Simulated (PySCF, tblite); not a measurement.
A set of runs on `C=CC1=CC(S)=CC=[C]1` [radical]; the geometry of each is named by its level. Settings lines and outputs come from a driver script.

C8H7S (doublet state).
Bonds: C1–C2 (double), C2–C3, C3–C4 (aromatic), C4–C5 (aromatic), C5–C6 (aromatic), C6–C7 (aromatic), C7–S8, C7–C9 (aromatic), C3–C9 (aromatic). Hydrogens: H10, H11 on C1; H12 on C2; H13 on C5; H14 on C6; H15 on S8; H16 on C9.

Step 1: GFN2-xTB geometry optimisation, gas phase (tblite 0.8.0) (from a force-field or distance-geometry start)
```json
{"job": {"kind": "relax", "xc": "GFN2-xTB", "basis": "xTB"}, "charge": 0, "multiplicity": 2}
```
```
step      E/eV     max force
  0    -647.49249    2.179
  1    -647.57213    0.666
  2    -647.59547    0.387
...
 63    -647.66126    0.019
 64    -647.66130    0.019
 65    -647.66133    0.013
 66    -647.66135    0.011
 67    -647.66137    0.010
```

Energy lowered by 3.9 kcal/mol over 67 steps; largest atomic force 0.010 eV/Å at the end. «max force» is the largest atomic force in eV/Å.

On one thread, Arm Neoverse V2 (aarch64) (shared host), this took 0.36 s of wall time.

Step 2: GFN2-xTB harmonic vibrations, gas phase (tblite 0.8.0) (on the GFN2-xTB geometry)
```json
{"job": {"kind": "ir", "xc": "GFN2-xTB", "basis": "xTB"}, "charge": 0, "multiplicity": 2}
```
```
(table of modes left out)
```

42 modes from 72 to 3135 cm⁻¹ (unscaled, harmonic); zero-point energy 72.0 kcal/mol; all wavenumbers are real at this level.

The run took 0.46 s on an Arm Neoverse V2 with one thread (shared host).

Step 3: UKS B3LYP, pcH-1 on C H S, non-relativistic, mean-field spin-orbit, GIAO (PySCF 2.14.0) (on the GFN2-xTB geometry)
```json
{"job": {"kind": "epr", "basis": "pcH-1"}, "charge": 0, "multiplicity": 2}
```
```
...
E = -707.17360368 Eh   <S^2> = 0.7588 (exact 0.7500)
g shifts (ppm)      1          2          3
  rmc          -163       -163       -163
  gc             24         16         -5
  oz_so        -389        -36        754
  total        -528       -183        586
hyperfine (MHz)  atom isotope    a_iso     a_fc   dipolar eigenvalues
    0   13C       0.22       0.22     -5.30      1.66      3.64
    1   13C      20.43      20.44     -2.85     -0.45      3.30
    2   13C      10.95      10.96    -13.93     -2.87     16.80
    3   13C     393.74     393.83    -79.93    -60.82    140.75
    4   13C      13.80      13.81    -14.11     -1.68     15.79
    5   13C      53.11      53.13     -6.64     -1.17      7.82
    6   13C      -8.35      -8.34     -6.76      2.44      4.33
    7   33S       1.81       1.79     -1.71      0.41      1.30
    8   13C      44.67      44.69     -6.01     -1.55      7.56
    9    1H       2.80       2.80     -6.44     -4.78     11.23
   10    1H       1.12       1.12     -1.81     -0.38      2.18
   11    1H      -3.19      -3.19     -2.32     -1.95      4.27
   12    1H      59.85      59.85     -6.88     -5.66     12.55
   13    1H      12.07      12.07     -3.07     -2.47      5.54
   14    1H       0.15       0.15     -0.84     -0.71      1.55
...
```

⟨S²⟩ 0.759; g_iso 2.0023. rmc, gc and oz_so are the mass-correction, gauge-correction and orbital-Zeeman/spin–orbit parts of the g shift along its three principal axes; a_iso is the isotropic hyperfine coupling and a_fc its Fermi-contact part. The log counts atoms from 0, this text from 1.

The run took 98 s wall (with the writing of density and orbital grids) on an Arm Neoverse V2 with one thread, shared host with 96 logical CPUs at a one-minute load of 29, and the process peaked at 1.1 GiB of memory.

Geometry of the electronic-property runs (GFN2-xTB):
```
atom  x, y, z in Å
C1    -3.032   -0.382   -0.356
C2    -1.814   -0.909   -0.353
C3    -0.606   -0.146   -0.088
C4    -0.592    1.211    0.134
C5     0.514    1.960    0.384
C6     1.746    1.309    0.428
C7     1.793   -0.063    0.216
S8     3.378   -0.859    0.284
C9     0.641   -0.787   -0.041
H10   -3.183    0.666   -0.157
H11   -3.909   -0.974   -0.552
H12   -1.671   -1.964   -0.552
H13    0.463    3.026    0.547
H14    2.652    1.862    0.623
H15    2.929   -2.088    0.035
H16    0.685   -1.855   -0.205
```

 (This holds for the electronic-property runs.)

One conformer stands for the species.
